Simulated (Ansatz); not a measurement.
C$_{5}$H$_{13}$Cl$_{2}$NOZr (`C[O][Zr]([Cl])([Cl])[NH]C(C)(C)C`), relaxed with RKS PBE0-D4/def2-TZVP in Ansatz 0.2.0 from a GFN2-xTB geometry. The force threshold is 0.005 eV/Å; the program also tests the step.

Total charge 0; spin multiplicity 1. Zr: def2 effective core potential.

Start:

```xyz
23

C     1.627   -2.833   -1.369
O     0.968   -1.908   -0.544
Zr    0.333   -0.441   -1.517
Cl   -0.735   -1.401   -3.321
Cl    2.157    0.627   -2.463
N    -1.047    0.742   -0.719
C    -0.682    0.980    0.670
C    -1.034   -0.250    1.540
C    -1.393    2.231    1.211
C     0.851    1.200    0.699
H     0.895   -3.428   -1.943
H     2.216   -3.517   -0.743
H     2.316   -2.317   -2.068
H    -2.063    0.596   -0.791
H    -2.114   -0.393    1.564
H    -0.567   -1.147    1.109
H    -0.684   -0.117    2.562
H    -1.083    2.446    2.231
H    -2.471    2.085    1.200
H    -1.157    3.084    0.579
H     1.379    0.263    0.433
H     1.170    1.507    1.695
H     1.119    1.989   -0.015
```

(1) By how much does the energy fall, and how many steps does the optimiser take? (Estimate.)

(2) Which bonds change most? (Best estimate.)

(3) Give the relaxed structure. (An estimate is asked.)

## Answers

(1) Computed: 95.96 kJ/mol, in 62 steps, 2 of them rejected.

(2) Ansatz gave: Zr3–Cl4 from 2.306 to 2.374 Å; Zr3–Cl5 from 2.316 to 2.374 Å; C7–C10 from 1.549 to 1.522 Å; C7–C8 from 1.547 to 1.527 Å.

(3) Ansatz gave: 
```xyz
23

C     2.518   -2.069   -1.429
O     1.333   -1.383   -1.686
Zr   -0.260   -0.509   -2.189
Cl   -1.903   -2.061   -2.913
Cl    0.139    1.097   -3.891
N    -0.982    0.455   -0.589
C    -0.688    0.699    0.822
C    -1.843    0.177    1.674
C    -0.511    2.199    1.047
C     0.595   -0.030    1.198
H     2.392   -3.134   -1.641
H     2.794   -1.948   -0.377
H     3.325   -1.676   -2.053
H    -1.845    0.941   -0.836
H    -2.776    0.684    1.412
H    -1.983   -0.894    1.514
H    -1.655    0.351    2.736
H    -0.295    2.414    2.096
H    -1.421    2.741    0.774
H     0.308    2.583    0.436
H     0.492   -1.107    1.043
H     0.829    0.141    2.250
H     1.437    0.327    0.600
```
